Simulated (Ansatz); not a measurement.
The cluster Be7⁺, relaxed as a doublet with UKS r2SCAN/def2-TZVP in Ansatz, starting from the GFN1-xTB geometry. Force threshold 0.02 eV/Å.

The charge 1 doublet is spin-contaminated (final ⟨S²⟩ up to 2.35, 0.75 for a pure state). The relaxation made no stability test and no search for a lower SCF solution. The structure comes from a short search, and lower isomers may exist.

Start:

```csv
atom,x (Å),y (Å),z (Å)
Be1,0.239,1.552,0.221
Be2,-1.011,0.253,1.440
Be3,-0.377,0.228,-1.511
Be4,-1.532,-0.921,-0.075
Be5,0.154,-1.560,-1.146
Be6,1.466,-0.023,-0.482
Be7,1.061,0.471,1.553
```

```json
{"step": "1", "energy (eV)": "-2794.5083", "largest force component (eV/Å)": "0.672", "SCF passes": "73"}
{"step": "2", "energy (eV)": "-2794.6144", "largest force component (eV/Å)": "0.163", "SCF passes": "99"}
{"step": "3", "energy (eV)": "-2794.6315", "largest force component (eV/Å)": "0.107", "SCF passes": "46"}
{"step": "4", "energy (eV)": "-2794.7315", "largest force component (eV/Å)": "0.435", "SCF passes": "49"}
{"step": "5", "energy (eV)": "-2794.8864", "largest force component (eV/Å)": "0.322", "SCF passes": "46"}
{"step": "6", "energy (eV)": "-2794.9185", "largest force component (eV/Å)": "0.203", "SCF passes": "35"}
{"step": "7", "energy (eV)": "-2794.9366", "largest force component (eV/Å)": "0.143", "SCF passes": "37"}
{"step": "8", "energy (eV)": "-2794.9587", "largest force component (eV/Å)": "0.246", "SCF passes": "36"}
{"step": "9", "energy (eV)": "-2794.9990", "largest force component (eV/Å)": "0.318", "SCF passes": "34"}
{"step": "10", "energy (eV)": "-2795.0609", "largest force component (eV/Å)": "0.306", "SCF passes": "36"}
{"step": "11", "energy (eV)": "-2795.1324", "largest force component (eV/Å)": "0.186", "SCF passes": "34"}
{"step": "12", "energy (eV)": "-2795.1428", "largest force component (eV/Å)": "0.317", "SCF passes": "39"}
{"step": "13 (rejected)", "energy (eV)": "-2795.0857", "largest force component (eV/Å)": "0.542", "SCF passes": "39"}
{"step": "14", "energy (eV)": "-2795.1620", "largest force component (eV/Å)": "0.127", "SCF passes": "34"}
{"step": "15 (rejected)", "energy (eV)": "-2795.1572", "largest force component (eV/Å)": "0.134", "SCF passes": "35"}
{"step": "16", "energy (eV)": "-2795.1645", "largest force component (eV/Å)": "0.050", "SCF passes": "37"}
{"step": "17", "energy (eV)": "-2795.1653", "largest force component (eV/Å)": "0.011", "SCF passes": "38"}
```

Force components are those of the run's own axes.

End:

```xyz
7

Be    0.5972    1.6781    0.4412
Be   -1.2197    0.7960    1.0030
Be   -0.5558    0.2334   -1.0664
Be   -1.3049   -1.1659    0.2306
Be    0.4020   -1.5324   -0.9303
Be    1.5324    0.2244   -0.7491
Be    0.5488   -0.2336    1.0711
```

Bonds formed: Be2–Be3, Be4–Be7 (atoms count from 1). The end is the same structure that another start reached, the lowest one found.

No frequencies were taken in this run, so the end may be a saddle point.

It took 43 s on 4 threads of Arm Neoverse V2 on a shared host.
